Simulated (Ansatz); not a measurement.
Job for Ansatz (an electronic-structure program): U-CCSD(T)/cc-pVQZ on N2 (SMILES N#N), 2S+1 = 3, a spin state set in the input, which need not be the lowest.

Ansatz 0.2 input:
```yaml
crystal:
  periodic: [false, false, false]
  atoms:
    - {symbol: N, position_ang: [-0.00000000, -0.00000000, -0.63622826]}
    - {symbol: N, position_ang: [0.00000000, 0.00000000, 0.63622826]}
basis:
  gaussian:
    orbitals: cc-pVQZ
magnetization: {spin_polarized: true, initial_magnetization: 2}
correlation: {method: ccsd_t, electrons: outside_noble_gas}
scf: {omitted_lower_state_checks: [cluster_reference]}
```

Output:

```
WARN ansatz: RAYON_NUM_THREADS=2 ignored (pool sized by the plan → 2); use --threads N
Functional definition: HF
these checks for a lower state are left out or cut short: cluster_reference
integrals: 0.23 GiB planned
673 factors; integrals over basis functions are off by at most 1.3e-3 eV
mean field: 0.21 GiB planned
mean field evaluation 1: about -2957.5327 eV, gradient 9.7e0 eV
mean field evaluation 2: about -2957.5347 eV, gradient 9.7e0 eV
mean field evaluation 4: about -2958.1689 eV, gradient 1.0e0 eV
mean field evaluation 8: about -2958.1757 eV, gradient 7.3e-4 eV
mean field evaluation 16: about -2958.1757 eV, gradient 7.6e-6 eV
mean field evaluation 32: about -2960.4400 eV, gradient 1.5e0 eV
mean field evaluation 64: about -2958.1726 eV, gradient 1.4e-3 eV
mean field evaluation 96: about -2958.1520 eV, gradient 1.2e1 eV
mean field evaluation 128: about -2959.1903 eV, gradient 9.3e-1 eV
mean field evaluation 160: about -2958.0874 eV, gradient 3.5e0 eV
mean field -2960.45470206 eV, -108.7947036324 hartree, gradient 1.8e-6 eV, S^2 2.302242; 15 other end points of the search recorded, 0 dependent functions left out
2 core orbitals not correlated
reference -2960.45470206 eV, -108.7947036324 hartree; 6, 4 occupied and 102, 104 virtual orbitals, 673 factors
second order -8.26338517 eV of doubles, -0.00000000 eV of singles
coupled cluster: 0.61 GiB planned
cycle   1  -8.61629261 eV  change   -3.5e-1 eV  update   9.4e-2
cycle   2  -9.06067467 eV  change   -4.4e-1 eV  update   5.2e-2
cycle   3  -9.32361456 eV  change   -2.6e-1 eV  update   4.1e-2
cycle   4  -9.40155138 eV  change   -7.8e-2 eV  update   2.2e-2
cycle   5  -9.42696617 eV  change   -2.5e-2 eV  update   8.1e-3
cycle   6  -9.43439722 eV  change   -7.4e-3 eV  update   5.0e-3
cycle   7  -9.43728378 eV  change   -2.9e-3 eV  update   3.3e-3
cycle   8  -9.44283006 eV  change   -5.5e-3 eV  update   1.6e-3
cycle   9  -9.44216270 eV  change    6.7e-4 eV  update   7.7e-4
cycle  10  -9.44377877 eV  change   -1.6e-3 eV  update   4.6e-4
cycle  11  -9.44317604 eV  change    6.0e-4 eV  update   2.3e-4
cycle  12  -9.44302053 eV  change    1.6e-4 eV  update   1.0e-4
cycle  13  -9.44295654 eV  change    6.4e-5 eV  update   3.1e-5
cycle  14  -9.44296420 eV  change   -7.7e-6 eV  update   9.3e-6
cycle  15  -9.44297306 eV  change   -8.9e-6 eV  update   3.2e-6
coupled cluster: 0.61 GiB planned
perturbative correction -0.53041864 eV, -0.0194925256 hartree
WARN: the results are in doubt because among natural orbitals full CI differs from the method by -0.081 eV
Total energy: -2970.42809376 eV, -109.1612190173 hartree
In doubt: among natural orbitals full CI differs from the method by -0.081 eV
Checks for a lower state left out: cluster_reference
```

The run converged. Its determinant has ⟨S²⟩ = 2.30, a mixture of spin states.

Warnings raised: large difference.

Cost: around 22 core-seconds (rough).
